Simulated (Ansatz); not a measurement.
`FC(F)C#CC(F)F` + H₂ → `FCC#CC(F)F` + H–F  (hydrogenolysis of a C–F bond)

Isolated molecules relaxed with PBE0-D4/def2-TZVP in Ansatz; ΔE leaves out vibrations. CBS: MP2 limit from def2 TZ/QZ plus the TZ coupled-cluster correction, frozen cores. This one scheme is used for every species. DFT in def2-TZVPP. B3LYP here is the variant with VWN-RPA as its local correlation; programs differ in this. HSE06 is defined as in plane-wave codes.

| level | ΔE (kcal/mol) | difference from CCSD(T)/CBS |
| --- | --- | --- |
| LDA (SPW92) | -16.2 | 4.4 |
| revPBE-D4 | -17.0 | 3.6 |
| BLYP-D4 | -16.7 | 3.9 |
| r2SCAN-D4 | -16.5 | 4.1 |
| B97M-V | -17.2 | 3.4 |
| B3LYP-D4 | -18.2 | 2.4 |
| r2SCANh-D4 | -17.3 | 3.3 |
| r2SCAN0-D4 | -18.3 | 2.3 |
| HSE06-D4 | -19.0 | 1.6 |
| BHLYP-D4 | -19.3 | 1.3 |
| CAM-B3LYP-D4 | -17.8 | 2.8 |
| ωB97M-V | -17.8 | 2.8 |
| B2PLYP | -18.9 | 1.7 |
| PBE-QIDH | -19.9 | 0.7 |
| PBE | -17.6 | 3.0 |
| BLYP | -17.4 | 3.2 |
| r2SCAN | -16.6 | 4.0 |
| PBE0 | -19.3 | 1.3 |
| B3LYP | -18.7 | 1.9 |
| r2SCANh | -17.4 | 3.2 |
| r2SCAN0 | -18.4 | 2.2 |
| HSE06 | -19.3 | 1.3 |
| BHLYP | -19.6 | 1.0 |
| CAM-B3LYP | -18.1 | 2.5 |
| LC-ωPBE | -19.1 | 1.5 |
| RPA@PBE/def2-TZVPP | -17.8 | 2.8 |
| HF/def2-SVP | -17.3 | 3.3 |
| MP2/def2-SVP | -15.1 | 5.5 |
| CCSD/def2-SVP | -15.4 | 5.2 |
| CCSD(T)/def2-SVP | -14.5 | 6.1 |
| HF/def2-TZVPP | -19.9 | 0.7 |
| MP2/def2-TZVPP | -20.1 | 0.5 |
| SCS-MP2/def2-TZVPP | -19.5 | 1.1 |
| CCSD/def2-TZVPP | -19.9 | 0.7 |
| CCSD(T)/def2-TZVPP | -19.1 | 1.5 |
| MP2/def2-QZVPP | -21.0 | -0.4 |
| SCS-MP2/def2-QZVPP | -20.4 | 0.2 |
| HF/CBS(def2) | -20.0 | 0.6 |
| MP2/CBS(def2) | -21.6 | -1.0 |
| CCSD/CBS(def2) | -21.4 | -0.8 |
| CCSD(T)/CBS | -20.6 | 0 |

Largest T1 diagnostic among the species: 0.012.

From BLYP to BHLYP (50 % exact exchange), in def2-TZVPP and without D4, ΔE moves by −2.2 kcal/mol. Leaving LDA and LC-ωPBE aside and taking each functional with its dispersion term where it has one, the values spread over 3.4 kcal/mol, from PBE-QIDH to r2SCAN-D4. LDA lies +1.4 kcal/mol from PBE without D4.

CCSD(T)/CBS has its own doubt, a few kJ/mol and more with outer-core shells, so smaller differences from it don't rank the levels.
